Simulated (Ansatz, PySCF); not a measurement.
p-cresol (C7H8O), SMILES Cc1ccc(O)cc1. Atoms are numbered in the order given.

```xyz
16

C     -2.8231     0.0553     0.3169
C     -1.3221     0.0442     0.1447
C     -0.4718     0.6430     1.0772
C      0.9165     0.6300     0.9141
C      1.4832     0.0087    -0.2006
O      2.8253    -0.0372    -0.4152
C      0.6472    -0.5974    -1.1472
C     -0.7316    -0.5749    -0.9689
H     -3.2262    -0.9690     0.3746
H     -3.1154     0.5836     1.2366
H     -3.3190     0.5557    -0.5309
H     -0.8976     1.1349     1.9575
H      1.5610     1.1072     1.6606
H      3.2755     0.4144     0.3075
H      1.1018    -1.0805    -2.0156
H     -1.3715    -1.0532    -1.7180
```
Charge 0, spin multiplicity 1.

Geometry: ωB97X-D3(BJ)/def2-SVP. Other conformers were not sampled.

Two levels are set side by side: PBE-D3(BJ)/def2-SVP (Ansatz, an electronic-structure program) and ωB97X-D3(BJ)/def2-SVP (PySCF). Each level has its own optimised geometry; the coordinates shown are those of the second. Frequencies come from the Hessian of PySCF at each geometry. Differences are taken from unrounded values.

```
quantity                            ωB97X-D3(BJ)  PBE-D3(BJ)  PBE-D3(BJ) minus ωB97X-D3(BJ)
----------------------------------  ------------  ----------  -----------------------------
mean bond length (Å)                       1.244       1.251                          0.007
bond C1–C2 (Å)                             1.511       1.509                         -0.002
bond C2–C3 (Å)                             1.397       1.407                          0.010
bond C2–C8 (Å)                             1.404       1.413                          0.008
bond C3–C4 (Å)                             1.398       1.403                          0.005
bond C4–C5 (Å)                             1.396       1.407                          0.011
bond C5–O6 (Å)                             1.360       1.364                          0.004
bond C5–C7 (Å)                             1.401       1.410                          0.009
bond C7–C8 (Å)                             1.391       1.398                          0.007
bond C1–H9 (Å)                             1.102       1.110                          0.008
bond C1–H10 (Å)                            1.100       1.107                          0.007
bond C1–H11 (Å)                            1.102       1.110                          0.008
bond C3–H12 (Å)                            1.095       1.102                          0.007
bond C4–H13 (Å)                            1.096       1.103                          0.007
bond O6–H14 (Å)                            0.964       0.975                          0.011
bond C7–H15 (Å)                            1.093       1.100                          0.007
bond C8–H16 (Å)                            1.095       1.102                          0.007
highest harmonic wavenumber (cm⁻¹)          3893        3705                           -188
mean harmonic wavenumber (cm⁻¹)             1396        1343                            -53
zero-point energy (kcal/mol)               83.83       80.65                          -3.18
```

Exact exchange shortens and stiffens bonds; PBE has none. Differences between two approximate levels are no errors against the true value.
